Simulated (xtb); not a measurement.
xtb input for C2H9FSi3, SMILES F[C@H]1C[SiH2][Si@@H]1[SiH3], GFN2-xTB. 

```
$ xtb mol.xyz --gfn 2 --sp --chrg 0 --uhf 0 --json
$ cat mol.xyz
15

F     -0.90792052    -1.15763253    -1.99868374
C     -0.76793477    -0.10799345    -1.09914784
C     -2.06332871     0.14827813    -0.31737615
Si    -1.36082444     0.50152220     1.43429122
Si     0.50608686    -0.43198827     0.34968005
Si     2.61293060     0.45424097    -0.01541940
H     -0.50124214     0.75734026    -1.71789796
H     -2.68627785     0.91779548    -0.77054008
H     -2.65028229    -0.77044175    -0.31628837
H     -1.34339515     1.94086426     1.72861063
H     -2.15307076    -0.12690172     2.49737759
H      0.55482214    -1.89833701     0.51976481
H      2.54228001     1.86181837    -0.41807899
H      3.37369294     0.40146512     1.23549085
H      3.40763632    -0.23946673    -1.03086679
```

Output:

```
[banner left out]
          |                Calculation Setup                |
           -------------------------------------------------



           -------------------------------------------------
          |                 G F N 2 - x T B                 |
           -------------------------------------------------

        Reference                      10.1021/acs.jctc.8b01176
      * Hamiltonian:
        H0-scaling (s, p, d)           1.850000    2.230000    2.230000
        zeta-weighting                 0.500000
      * Dispersion:
        s8                             2.700000
        a1                             0.520000
        a2                             5.000000
        s9                             5.000000
      * Repulsion:
        kExp                           1.500000    1.000000
        rExp                           1.000000
      * Coulomb:
        alpha                          2.000000
        third order                    shell-resolved
        anisotropic                    true
        a3                             3.000000
        a5                             4.000000
        cn-shift                       1.200000
        cn-exp                         4.000000
        max-rad                        5.000000


          ...................................................
          :                      SETUP                      :
          :.................................................:
          :  # basis functions                  51          :
          :  # atomic orbitals                  48          :
          :  # shells                           24          :
          :  # electrons                        36          :
          :  max. iterations                   250          :
          :  Hamiltonian                  GFN2-xTB          :
          :  restarted?                      false          :
          :  GBSA solvation                  false          :
          :  PC potential                    false          :
          :  electronic temp.          300.0000000     K    :
          :  accuracy                    1.0000000          :
          :  -> integral cutoff          0.2500000E+02      :
          :  -> integral neglect         0.1000000E-07      :
          :  -> SCF convergence          0.1000000E-05 Eh   :
          :  -> wf. convergence          0.1000000E-03 e    :
          :  Broyden damping             0.4000000          :
          :  net charge                          0          :
          :  unpaired electrons                  0          :
          ...................................................

 iter      E             dE          RMSdq      gap      omega  full diag
   1    -18.7805525 -0.187806E+02  0.603E+00    3.56       0.0  T
   2    -18.8861490 -0.105596E+00  0.280E+00    3.25       1.0  T
   3    -18.8875874 -0.143847E-02  0.206E+00    3.30       1.0  T
   4    -18.8891540 -0.156652E-02  0.800E-01    3.32       1.0  T
   5    -18.8891492  0.477155E-05  0.529E-01    3.33       1.0  T
   6    -18.8896559 -0.506681E-03  0.292E-01    3.34       1.0  T
   7    -18.8897660 -0.110116E-03  0.936E-02    3.33       1.0  T
   8    -18.8897722 -0.623205E-05  0.542E-02    3.33       1.0  T
   9    -18.8897756 -0.342461E-05  0.208E-02    3.33       1.2  T
  10    -18.8897760 -0.347378E-06  0.795E-03    3.33       3.2  T
  11    -18.8897761 -0.104536E-06  0.294E-03    3.33       8.8  T
  12    -18.8897761 -0.567160E-08  0.937E-04    3.33      27.6  T
  13    -18.8897761 -0.130404E-08  0.316E-04    3.33      81.7  T

   *** convergence criteria satisfied after 13 iterations ***

         #    Occupation            Energy/Eh            Energy/eV
      -------------------------------------------------------------
         1        2.0000           -0.7907046             -21.5162
       ...           ...                  ...                  ...
        12        2.0000           -0.4354388             -11.8489
        13        2.0000           -0.4346877             -11.8285
        14        2.0000           -0.4294442             -11.6858
        15        2.0000           -0.4119886             -11.2108
        16        2.0000           -0.3951340             -10.7521
        17        2.0000           -0.3689775             -10.0404
        18        2.0000           -0.3584894              -9.7550 (HOMO)
        19                         -0.2360229              -6.4225 (LUMO)
        20                         -0.2174646              -5.9175
        21                         -0.2052904              -5.5862
        22                         -0.1951753              -5.3110
        23                         -0.1852782              -5.0417
       ...                                ...                  ...
        48                          1.0070518              27.4033
      -------------------------------------------------------------
                  HL-Gap            0.1224665 Eh            3.3325 eV
             Fermi-level           -0.2972561 Eh           -8.0888 eV

 SCC (total)                   0 d,  0 h,  0 min,  0.009 sec
 SCC setup                      ...        0 min,  0.000 sec (  0.792%)
 Dispersion                     ...        0 min,  0.000 sec (  0.594%)
 classical contributions        ...        0 min,  0.000 sec (  0.346%)
 integral evaluation            ...        0 min,  0.001 sec ( 15.539%)
 iterations                     ...        0 min,  0.005 sec ( 49.595%)
 molecular gradient             ...        0 min,  0.003 sec ( 32.459%)
 printout                       ...        0 min,  0.000 sec (  0.613%)

         :::::::::::::::::::::::::::::::::::::::::::::::::::::
         ::                     SUMMARY                     ::
         :::::::::::::::::::::::::::::::::::::::::::::::::::::
         :: total energy             -18.735974663655 Eh    ::
         :: gradient norm              0.000147832904 Eh/a0 ::
         :: HOMO-LUMO gap              3.332482444729 eV    ::
         ::.................................................::
         :: SCC energy               -18.889741433485 Eh    ::
         :: -> isotropic ES            0.044721809455 Eh    ::
         :: -> anisotropic ES         -0.002821231766 Eh    ::
         :: -> anisotropic XC          0.001197639374 Eh    ::
         :: -> dispersion             -0.011312086785 Eh    ::
         :: repulsion energy           0.153766769830 Eh    ::
         :: add. restraining           0.000000000000 Eh    ::
         :: total charge              -0.000000000000 e     ::
         :::::::::::::::::::::::::::::::::::::::::::::::::::::

           -------------------------------------------------
          |                Property Printout                |
           -------------------------------------------------

    * Orbital Energies and Occupations

         #    Occupation            Energy/Eh            Energy/eV
      -------------------------------------------------------------
         1        2.0000           -0.7907046             -21.5162
       ...           ...                  ...                  ...
         6        2.0000           -0.5479399             -14.9102
         7        2.0000           -0.5170147             -14.0687
         8        2.0000           -0.4935910             -13.4313
         9        2.0000           -0.4774714             -12.9927
        10        2.0000           -0.4605914             -12.5333
        11        2.0000           -0.4377364             -11.9114
        12        2.0000           -0.4354388             -11.8489
        13        2.0000           -0.4346877             -11.8285
        14        2.0000           -0.4294442             -11.6858
        15        2.0000           -0.4119886             -11.2108
        16        2.0000           -0.3951340             -10.7521
        17        2.0000           -0.3689775             -10.0404
        18        2.0000           -0.3584894              -9.7550 (HOMO)
        19                         -0.2360229              -6.4225 (LUMO)
        20                         -0.2174646              -5.9175
        21                         -0.2052904              -5.5862
        22                         -0.1951753              -5.3110
        23                         -0.1852782              -5.0417
        24                         -0.1695278              -4.6131
        25                         -0.1492944              -4.0625
        26                         -0.1415023              -3.8505
        27                         -0.1070171              -2.9121
        28                         -0.0974871              -2.6528
        29                         -0.0852495              -2.3198
       ...                                ...                  ...
        48                          1.0070518              27.4033
      -------------------------------------------------------------
                  HL-Gap            0.1224665 Eh            3.3325 eV
             Fermi-level           -0.2972561 Eh           -8.0888 eV

     #   Z          covCN         q      C6AA      α(0)
     1   9 F        0.784    -0.288    12.182     4.123
     2   6 C        3.634     0.020    20.629     6.537
     3   6 C        3.758    -0.178    24.027     6.988
     4  14 Si       3.724     0.368   100.362    19.180
     5  14 Si       3.713     0.300   102.181    19.356
     6  14 Si       3.696     0.364   100.612    19.212
     7   1 H        0.924    -0.008     3.196     2.796
     8   1 H        0.925     0.010     2.890     2.659
     9   1 H        0.925     0.027     2.636     2.539
    10   1 H        0.917    -0.097     5.461     3.655
    11   1 H        0.917    -0.082     4.978     3.490
    12   1 H        0.914    -0.090     5.236     3.579
    13   1 H        0.918    -0.117     6.189     3.891
    14   1 H        0.918    -0.133     6.860     4.096
    15   1 H        0.918    -0.096     5.429     3.644

 Mol. C6AA /au·bohr⁶  :       3823.579898
 Mol. C8AA /au·bohr⁸  :     147504.936560
 Mol. α(0) /au        :        105.743345


Wiberg/Mayer (AO) data.
largest (>0.10) Wiberg bond orders for each atom

 ---------------------------------------------------------------------------
     #   Z sym  total        # sym  WBO       # sym  WBO       # sym  WBO
 ---------------------------------------------------------------------------
     1   9 F    0.987 --     2 C    0.921
     2   6 C    3.834 --     3 C    1.026     7 H    0.984     1 F    0.921
                             5 Si   0.835
     3   6 C    3.970 --     2 C    1.026     8 H    0.989     9 H    0.984
                             4 Si   0.889
     4  14 Si   3.615 --     3 C    0.889    10 H    0.883    11 H    0.881
                             5 Si   0.844
     5  14 Si   3.591 --    12 H    0.886     4 Si   0.844     6 Si   0.840
                             2 C    0.835
     6  14 Si   3.685 --    14 H    0.901    15 H    0.898    13 H    0.897
                             5 Si   0.840
     7   1 H    1.000 --     2 C    0.984
     8   1 H    0.998 --     3 C    0.989
     9   1 H    0.999 --     3 C    0.984
    10   1 H    0.991 --     4 Si   0.883
    11   1 H    0.990 --     4 Si   0.881
    12   1 H    0.992 --     5 Si   0.886
    13   1 H    0.986 --     6 Si   0.897
    14   1 H    0.982 --     6 Si   0.901
    15   1 H    0.986 --     6 Si   0.898
 ---------------------------------------------------------------------------

Topologies differ in total number of bonds
Writing topology from bond orders to xtbtopo.mol

molecular dipole:
                 x           y           z       tot (Debye)
 q only:        0.580       0.479       1.509
   full:        0.408       0.511       0.918       2.866
molecular quadrupole (traceless):
                xx          xy          yy          xz          yz          zz
Note: The following floating-point exceptions are signalling: IEEE_UNDERFLOW_FLAG IEEE_DENORMAL
normal termination of xtb
 q only:       -0.193      -2.286       0.756      -3.835      -3.415      -0.562
  q+dip:        1.054      -2.442       1.540      -3.686      -5.604      -2.594
   full:        0.718      -2.409       0.768      -1.792      -5.210      -1.486


           -------------------------------------------------
          | TOTAL ENERGY              -18.735974663655 Eh   |
          | GRADIENT NORM               0.000147832904 Eh/α |
          | HOMO-LUMO GAP               3.332482444729 eV   |
           -------------------------------------------------

------------------------------------------------------------------------
------------------------------------------------------------------------
 total:
 SCF:
```

The calculation finished and met its thresholds.
